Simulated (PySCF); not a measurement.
CdTe, SMILES [Cd]=[Te].

Geometry optimised at PBE-D3(BJ)/def2-TZVP. The def2 effective core potentials stand for the cores of Cd, Te; spin–orbit coupling is left out.

Level of theory: PBE-D3(BJ)/def2-TZVP in PySCF.

Frequencies are harmonic and unscaled.

Computed normal modes with their intensities:
```tsv
mode	ν (cm⁻¹)	IR (km/mol)	moving atoms (share of kinetic energy)
1	200	1.3	Cd 53 %, Te 47 %
```
